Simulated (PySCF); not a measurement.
A calculated (PBE0, PySCF 2.14, x2c-TZVPPall, the spin-free X2C one-electron Hamiltonian (Gaussian nucleus)) atom or ion has these occupied shells.

```json
{"shell": "1s α", "electrons": "1", "orbital energy (eV)": "-59261.7", "rms radius, mean of both spins (bohr)": "0.0227"}
{"shell": "1s β", "electrons": "1", "orbital energy (eV)": "-59261.7", "rms radius, mean of both spins (bohr)": "0.0227"}
{"shell": "2s α", "electrons": "1", "orbital energy (eV)": "-10036.5", "rms radius, mean of both spins (bohr)": "0.0918"}
{"shell": "2s β", "electrons": "1", "orbital energy (eV)": "-10036.5", "rms radius, mean of both spins (bohr)": "0.0918"}
{"shell": "2p α", "electrons": "3", "orbital energy (eV)": "-8883.3", "rms radius, mean of both spins (bohr)": "0.0829"}
{"shell": "2p β", "electrons": "3", "orbital energy (eV)": "-8883.3", "rms radius, mean of both spins (bohr)": "0.0829"}
{"shell": "3s α", "electrons": "1", "orbital energy (eV)": "-2275.2", "rms radius, mean of both spins (bohr)": "0.236"}
{"shell": "3s β", "electrons": "1", "orbital energy (eV)": "-2274.7", "rms radius, mean of both spins (bohr)": "0.236"}
{"shell": "3p α", "electrons": "3", "orbital energy (eV)": "-1922.7", "rms radius, mean of both spins (bohr)": "0.236"}
{"shell": "3p β", "electrons": "3", "orbital energy (eV)": "-1922.1", "rms radius, mean of both spins (bohr)": "0.236"}
{"shell": "3d α", "electrons": "5", "orbital energy (eV)": "-1476.4", "rms radius, mean of both spins (bohr)": "0.216"}
{"shell": "3d β", "electrons": "5", "orbital energy (eV)": "-1475.9", "rms radius, mean of both spins (bohr)": "0.216"}
{"shell": "4s α", "electrons": "1", "orbital energy (eV)": "-460.50", "rms radius, mean of both spins (bohr)": "0.529"}
{"shell": "4s β", "electrons": "1", "orbital energy (eV)": "-459.28", "rms radius, mean of both spins (bohr)": "0.529"}
{"shell": "4p α", "electrons": "3", "orbital energy (eV)": "-343.57", "rms radius, mean of both spins (bohr)": "0.563"}
{"shell": "4p β", "electrons": "3", "orbital energy (eV)": "-342.33", "rms radius, mean of both spins (bohr)": "0.563"}
{"shell": "4d α", "electrons": "5", "orbital energy (eV)": "-185.02", "rms radius, mean of both spins (bohr)": "0.617"}
{"shell": "4d β", "electrons": "5", "orbital energy (eV)": "-183.65", "rms radius, mean of both spins (bohr)": "0.617"}
{"shell": "5s α", "electrons": "1", "orbital energy (eV)": "-62.980", "rms radius, mean of both spins (bohr)": "1.32"}
{"shell": "5s β", "electrons": "1", "orbital energy (eV)": "-62.378", "rms radius, mean of both spins (bohr)": "1.32"}
{"shell": "5p α", "electrons": "3", "orbital energy (eV)": "-35.464", "rms radius, mean of both spins (bohr)": "1.58"}
{"shell": "5p β", "electrons": "3", "orbital energy (eV)": "-34.979", "rms radius, mean of both spins (bohr)": "1.58"}
{"shell": "4f α", "electrons": "7", "orbital energy (eV)": "-12.534", "rms radius, mean of both spins (bohr)": "0.914"}
{"shell": "4f β", "electrons": "6", "orbital energy (eV)": "-11.537", "rms radius, mean of both spins (bohr)": "0.914"}
{"shell": "6s α", "electrons": "1", "orbital energy (eV)": "-9.958", "rms radius, mean of both spins (bohr)": "3.85"}
```

Problem. Name the element and its charge.

Solution. Tm⁺ (thulium, charge +1), in [Xe] 4f13 6s1, high-spin 3F determinant.
